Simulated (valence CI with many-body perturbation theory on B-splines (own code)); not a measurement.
# Which ion has this spectrum?

A relativistic CI+MBPT calculation for an atom or ion with 16 electrons gives these levels (cm⁻¹):

| J | Parity | E | g |
| --- | --- | --- | --- |
| 2 | even | 0 | 1.36 |
| 0 | even | 90805 |  |
| 1 | even | 419257 | 1.50 |
| 2 | even | 470621 | 1.13 |
| 0 | even | 928120 |  |
| 2 | odd | 1118412 | 1.20 |
| 1 | odd | 1136122 | 1.22 |
| 3 | odd | 1159018 | 1.20 |
| 0 | odd | 1159325 |  |
| 2 | odd | 1167167 | 1.28 |
| 4 | odd | 1243885 | 1.31 |
| 1 | odd | 1327824 | 1.34 |
| 2 | odd | 1332617 | 1.35 |
| 3 | odd | 1358256 | 1.11 |

The energies are calculated, and their last digits are not significant.

**Question.** Which is it?
A. Te36+
B. Sn34+
C. In33+
D. I37+

**Answer.** B. Sn34+, ground level (3s^2 3p1/2^2 3p3/2^2) J=2.
